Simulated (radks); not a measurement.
The numbers below are computed, except where a source is named.
Problem. These are the eigenvalues of the occupied orbitals of an atom or ion with whole-number occupations (eV). Code: a radial shooting solver on a logarithmic mesh with Libxc functionals. Model: scalar-relativistic Kohn-Sham, PBEsol, spin-polarised, spherical densities, point nucleus.

1s up: -2493.015
1s down: -2489.724
2s up: -486.6021
2s down: -480.0040
2p up: -451.9550

Which element is it, and in what charge state? The configuration may be excited. Open shells, if any, are filled with parallel spins first.

Solution. Z = 15, phosphorus, charge +10: P10+ in [He] 2s2 2p1. The list shows which subshells hold electrons but not how many an open one holds; the 1s level, -91.617 hartree, gives Z - s = 13.5 by -(Z - s)^2/2, which with screening and relativity narrows Z to a few neighbours, and the depths of the outer levels then fix element, charge and occupations together.
